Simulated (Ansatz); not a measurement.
Basis-set extrapolation for C$_{5}$H$_{12}$O$_{3}$ (`COC(C)(OC)OC`) (PBE0-D4/def2-TZVP geometry, frozen core, Ansatz 0.2.0). Multiplicity 1, RHF reference.

```csv
,def2-TZVPP,def2-QZVPP
HF,-421.059723,-421.079287
MP2 correlation,-1.578855,-1.691057
CCSD(T) correlation,-1.699914,not run
```

Energies in hartree. Use E(X) = E(∞) + A·exp(−7.88·√X) for Hartree–Fock and E(X) = E(∞) + B·X^(−2.97) for correlation, with X = 3 and 4, and add CCSD(T) minus MP2 of the smaller set to the MP2 limit.

**Question.** What is the CCSD(T) energy at the basis-set limit?

**Answer.** HF limit: -421.079287 + (-0.019564) × 0.13774 = -421.08198. MP2 limit: -1.691057 + (-0.112202) × 0.74074 = -1.77417. Higher-order term: -1.699914 − (-1.578855) = -0.12106. Total: -422.97721 hartree, 136.5 kcal/mol below CCSD(T)/def2-TZVPP.
